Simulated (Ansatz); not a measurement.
Born–Oppenheimer molecular dynamics of ClH₅O₃Si₂ (11 atoms, charge 0, multiplicity 1). It goes on from the last frame of an earlier run, with new velocities.

Method: RKS PBE-D4/def2-SVP in Ansatz.

```
ensemble                      : NVE (velocity Verlet)
time step                     : 0.5 fs
steps asked                   : 100
starting velocities drawn for : 300 K
masses                        : H 10 u
seed                          : 993723
```

Frames 2.5 fs apart, positions in Å.

Velocities at 10 fs (Å/ps):

```
Si 4.15 -0.90 4.77
O -1.62 4.60 3.09
Si 0.61 1.88 -0.41
H -2.49 4.09 -7.44
H 5.20 2.86 2.94
H -1.35 -6.11 3.54
Cl -3.02 -0.94 0.74
O 3.30 -0.82 3.57
H -4.90 -0.96 -4.18
O -5.90 -6.14 -6.88
H 7.62 4.49 -9.36
```

```xyz
11
Properties=species:S:1:pos:R:3 time_fs=10 energy_less_start_eV=-0.081 T=370
Si -0.279 -0.378 0.095
O -0.386 -0.813 1.709
Si -1.509 -0.088 2.814
H -2.870 -0.444 2.507
H -1.163 -0.700 4.173
H -1.365 1.396 2.844
Cl 1.601 0.404 -0.359
O -1.344 0.913 -0.146
H -1.767 0.748 -1.003
O -0.699 -1.571 -0.922
H 0.028 -2.164 -1.219
11
Properties=species:S:1:pos:R:3 time_fs=12.5 energy_less_start_eV=-0.109 T=393
Si -0.269 -0.379 0.107
O -0.391 -0.801 1.716
Si -1.505 -0.084 2.814
H -2.879 -0.435 2.488
H -1.151 -0.692 4.179
H -1.368 1.382 2.853
Cl 1.594 0.401 -0.357
O -1.336 0.909 -0.138
H -1.780 0.747 -1.014
O -0.712 -1.589 -0.940
H 0.046 -2.152 -1.242
11
Properties=species:S:1:pos:R:3 time_fs=15 energy_less_start_eV=-0.073 T=363
Si -0.259 -0.377 0.121
O -0.396 -0.787 1.722
Si -1.500 -0.082 2.815
H -2.893 -0.427 2.466
H -1.139 -0.683 4.183
H -1.371 1.370 2.862
Cl 1.586 0.398 -0.355
O -1.329 0.902 -0.132
H -1.792 0.747 -1.019
O -0.723 -1.608 -0.960
H 0.059 -2.138 -1.264
11
Properties=species:S:1:pos:R:3 time_fs=17.5 energy_less_start_eV=-0.012 T=310
Si -0.252 -0.376 0.133
O -0.401 -0.772 1.727
Si -1.493 -0.081 2.817
H -2.910 -0.420 2.444
H -1.128 -0.672 4.183
H -1.372 1.363 2.871
Cl 1.580 0.394 -0.352
O -1.324 0.892 -0.131
H -1.799 0.750 -1.017
O -0.729 -1.626 -0.977
H 0.069 -2.121 -1.284
11
Properties=species:S:1:pos:R:3 time_fs=20 energy_less_start_eV=0.040 T=266
Si -0.248 -0.375 0.142
O -0.405 -0.758 1.731
Si -1.486 -0.083 2.821
H -2.926 -0.414 2.422
H -1.118 -0.660 4.180
H -1.372 1.362 2.881
Cl 1.574 0.390 -0.350
O -1.322 0.879 -0.135
H -1.803 0.755 -1.006
O -0.731 -1.641 -0.990
H 0.075 -2.103 -1.305
11
Properties=species:S:1:pos:R:3 time_fs=22.5 energy_less_start_eV=0.075 T=236
Si -0.247 -0.375 0.147
O -0.406 -0.745 1.734
Si -1.482 -0.086 2.826
H -2.940 -0.408 2.402
H -1.109 -0.648 4.175
H -1.372 1.366 2.890
Cl 1.570 0.385 -0.347
O -1.323 0.865 -0.143
H -1.803 0.761 -0.988
O -0.728 -1.651 -0.997
H 0.080 -2.086 -1.325
11
Properties=species:S:1:pos:R:3 time_fs=25 energy_less_start_eV=0.098 T=216
Si -0.250 -0.378 0.148
O -0.405 -0.734 1.735
Si -1.480 -0.091 2.833
H -2.950 -0.402 2.383
H -1.101 -0.636 4.170
H -1.370 1.375 2.899
Cl 1.567 0.380 -0.344
O -1.326 0.850 -0.151
H -1.803 0.767 -0.970
O -0.722 -1.655 -0.998
H 0.085 -2.069 -1.346
11
Properties=species:S:1:pos:R:3 time_fs=27.5 energy_less_start_eV=0.086 T=226
Si -0.256 -0.384 0.143
O -0.400 -0.725 1.735
Si -1.481 -0.095 2.839
H -2.954 -0.396 2.367
H -1.095 -0.626 4.164
H -1.368 1.388 2.909
Cl 1.566 0.375 -0.341
O -1.328 0.835 -0.155
H -1.806 0.773 -0.957
O -0.712 -1.652 -0.991
H 0.090 -2.054 -1.367
11
Properties=species:S:1:pos:R:3 time_fs=30 energy_less_start_eV=0.021 T=282
Si -0.265 -0.391 0.134
O -0.393 -0.718 1.735
Si -1.486 -0.099 2.846
H -2.952 -0.390 2.354
H -1.088 -0.617 4.161
H -1.365 1.402 2.918
Cl 1.566 0.369 -0.338
O -1.328 0.822 -0.152
H -1.815 0.778 -0.954
O -0.700 -1.644 -0.979
H 0.096 -2.039 -1.389
11
Properties=species:S:1:pos:R:3 time_fs=32.5 energy_less_start_eV=-0.047 T=340
Si -0.276 -0.401 0.121
O -0.385 -0.713 1.734
Si -1.493 -0.101 2.851
H -2.945 -0.385 2.344
H -1.082 -0.611 4.160
H -1.362 1.416 2.928
Cl 1.567 0.364 -0.335
O -1.328 0.811 -0.144
H -1.829 0.782 -0.961
O -0.685 -1.633 -0.961
H 0.101 -2.025 -1.411
11
Properties=species:S:1:pos:R:3 time_fs=35 energy_less_start_eV=-0.051 T=344
Si -0.287 -0.411 0.107
O -0.375 -0.710 1.732
Si -1.502 -0.100 2.854
H -2.933 -0.379 2.338
H -1.077 -0.608 4.162
H -1.359 1.428 2.937
Cl 1.570 0.358 -0.332
O -1.331 0.804 -0.134
H -1.845 0.787 -0.971
O -0.667 -1.621 -0.943
H 0.102 -2.010 -1.431
11
Properties=species:S:1:pos:R:3 time_fs=37.5 energy_less_start_eV=0.000 T=300
Si -0.296 -0.422 0.094
O -0.365 -0.709 1.730
Si -1.511 -0.098 2.855
H -2.917 -0.375 2.335
H -1.073 -0.608 4.168
H -1.357 1.437 2.946
Cl 1.573 0.351 -0.329
O -1.340 0.799 -0.127
H -1.860 0.792 -0.978
O -0.646 -1.613 -0.926
H 0.100 -1.993 -1.448
```

Of the whole run (50 fs, mean temperature of the second half 288 K): The conserved energy stayed within 0.025 meV per atom of its start (net change 0.0035 meV per atom), so the integration is sound. A run of 0.05 ps of so small a system gives no equilibrium averages.

Run time: 4.4 min on 2 threads of Intel(R) Xeon(R) Platinum 8259CL CPU @ 2.50GHz (Skylake/Cascade Lake), on a shared host, peak memory 0.19 GiB.
